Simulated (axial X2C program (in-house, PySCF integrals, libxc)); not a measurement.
Bond lengths and stretching modes, held linear, of GaSH

Calculated with an axial X2C code built on PySCF integrals: two-component X2C with atomic mean-field Coulomb and Gaunt terms, Gaussian nuclei, basis Ga dyall-v3z, S dyall-av3z, H dyall-v3z with contracted cores. Spin-free rows use the one-electron spin-free X2C Hamiltonian.

Masses Ga 68.926, S 31.972, H 1.008 u. States: 2c Ω = 0 (all partner blocks equally filled); spin-free M_S = 0, Λ = 0 (closed shell).

PBE0, 2c: energies above the lowest point

```csv
r(Ga–S) (Å),r(S–H) (Å),E (meV)
2.1801,1.3143,32.84
2.1801,1.3480,17.08
2.1801,1.3817,30.12
2.2360,1.3143,14.66
2.2360,1.3480,0.00
2.2360,1.3817,14.23
2.2360,1.4154,52.56
2.2919,1.3143,28.95
2.2919,1.3480,15.24
2.2919,1.3817,30.48
2.3478,1.3480,55.96
2.3478,1.4154,112.41
```

Problem. Fit a quadratic surface with cubic terms in each bond: where is the minimum, and what are the two stretching wavenumbers?

Solution. At PBE0, 2c: bonds 2.236 and 1.347 Å; harmonic stretches 355.1 and 2661.5 cm⁻¹; force constants 1.66, 4.08 and coupling 0.09 mdyn/Å.

The other levels and Hamiltonians give:

```
Hamiltonian  level  r(Ga–S) (Å)  r(S–H) (Å)  lower stretch (cm⁻¹)  upper stretch (cm⁻¹)
         2c     HF        2.282       1.328                 332.9                2832.9
         2c  B3LYP        2.262       1.348                 338.9                2620.8
         2c    MP2        2.239       1.341                 359.0                2710.3
  spin-free   PBE0        2.235       1.347                 355.2                2662.2
  spin-free     HF        2.281       1.327                 333.1                2833.6
  spin-free  B3LYP        2.262       1.348                 339.1                2621.5
  spin-free    MP2        2.238       1.341                 359.2                2711.1
```

Each state is one determinant, the lowest of a limited PBE0 search; the stretches come from a fit to these few points and carry an uncertainty of a few per cent. Other orders of the atoms were not compared. MP2 freezes inner shells (threshold -2 hartree). The molecule was held linear; bending was not examined, so a bent shape may lie lower. Hydrosulfides and their kin are strongly bent in nature, so this linear model does not describe the real molecule.
